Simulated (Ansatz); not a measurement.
Program: Ansatz. Geometries: PBE0-D4/def2-TZVP. ΔE: electronic, gas phase. CBS: MP2 limit from def2 TZ/QZ plus the TZ coupled-cluster correction, frozen cores. This one scheme is used for every species. Functionals use def2-TZVPP. Each species was taken in one conformer, which may not be the lowest.

`BC[SiH2][NH][AlH2]` + HCl → `BC[SiH2]Cl` + `[NH2][AlH2]`  (ligand exchange at the Si–N bond)

| level | ΔE (eV) |
| --- | --- |
| PBE0-D4 | -0.45 |
| ωB97M-V | -0.44 |
| B2PLYP | -0.45 |
| PBE | -0.49 |
| SCS-MP2/def2-TZVPP | -0.41 |
| CCSD/def2-TZVPP | -0.39 |
| HF/CBS(def2) | -0.49 |
| CCSD/CBS(def2) | -0.43 |

What does CCSD(T)/CBS give? (Estimate.)

Ansatz gave: -0.42 eV. The listed levels differ from it by -0.03, -0.02, -0.03, -0.07, 0.01, 0.03, -0.07, -0.01 eV.

Largest T1 diagnostic among the species: 0.012.

In def2-TZVPP, CCSD(T) changes the Hartree–Fock value by +0.12 eV (the triples alone add +0.01 eV) and MP2 by +0.09 eV. The D4 term adds +0.06 eV with B3LYP and +0.03 eV with PBE0; it sums over pairs of atoms, weighted by their polarisabilities, and B3LYP, whose exchange is more repulsive, gets the larger term.

B3LYP here is the variant with VWN-RPA as its local correlation; programs differ in this.
